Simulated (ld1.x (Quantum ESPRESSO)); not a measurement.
Building the TM potential for silicon (PBE, scalar-relativistic).

ld1.x (Quantum ESPRESSO) 7.5 input, shortened:

```
&input
   title='Si', zed=14., rel=1, dft='PBE', iswitch=3,
   config='[Ne] 3s2 3p2 3d-2'
 /
 &inputp
   pseudotype=2, tm=.true., lloc=-1, rcloc=2.20,
   nlcc=.true., new_core_ps=.true., rcore=0.85
 /
3
3S  1  0   2.00   0.00  1.80  1.80  0.0
3P  2  1   2.00   0.00  2.40  2.40  0.0
3D  3  2  -2.00  -0.15  2.55  2.55  0.0
 &test
   configts(1)='3s2 3p2'
 /
```

Poles of the logarithmic derivatives, all-electron (AE) and pseudo (PS). s: poles at -0.1 (AE) and -0.1, 4.5 (PS) Ry. p: poles at 0.7 (AE) and 0.7 (PS) Ry. d: poles at 1.8 (AE) and 1.8 (PS) Ry. Test radius 2.77 bohr.

* Cutoffs needed: 15 Ry and 35 Ry (the cutoffs (Ry, on a coarse ladder) from which the occupation-weighted sum of valence levels, in a spherical-Bessel basis at the reference potential, stays within 10 and 1 mRy of its value at 400 Ry)
* Ghost test: no extra level below or beside the all-electron valence levels (s, p, d, f tested) (spherical-Bessel basis up to 400 Ry, 20 bohr box)
* Largest excitation error: +48 meV (all-electron minus pseudo) for 3s1 3p0, out of 7 test configurations
